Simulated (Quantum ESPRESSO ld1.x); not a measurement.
Values are calculated unless marked as measured or tabulated.
Task: These are the eigenvalues of the occupied orbitals of an atom or ion with whole-number occupations (eV). Level of theory: Dirac Kohn-Sham, HCTH/120, spin-unpolarised, spherical densities, point nucleus (ld1.x of Quantum ESPRESSO 7.5).

| orbital | eigenvalue |
|---|---|
| 1s1/2 | -65212.3 |
| 2s1/2 | -11179.3 |
| 2p1/2 | -10680.4 |
| 2p3/2 | -9488.83 |
| 3s1/2 | -2569.96 |
| 3p1/2 | -2348.70 |
| 3p3/2 | -2093.05 |
| 3d3/2 | -1718.87 |
| 3d5/2 | -1662.97 |
| 4s1/2 | -540.045 |
| 4p1/2 | -449.312 |
| 4p3/2 | -390.695 |
| 4d3/2 | -241.548 |
| 4d5/2 | -230.784 |
| 5s1/2 | -94.5889 |
| 5p1/2 | -68.6203 |
| 5p3/2 | -60.5642 |
| 4f5/2 | -46.2104 |
| 4f7/2 | -44.4351 |
| 5d3/2 | -27.6250 |

Which element is it, and in what charge state? The configuration may be excited. Open shells, if any, fill j = l - 1/2 first.

Result: Z = 72, hafnium, charge +3: Hf3+ in [Xe] 4f14 5d1. The list shows which subshells hold electrons but not how many an open one holds; the 1s level, -2396.5 hartree, gives Z - s = 69.2 by -(Z - s)^2/2, which with screening and relativity narrows Z to a few neighbours, and the depths of the outer levels then fix element, charge and occupations together.
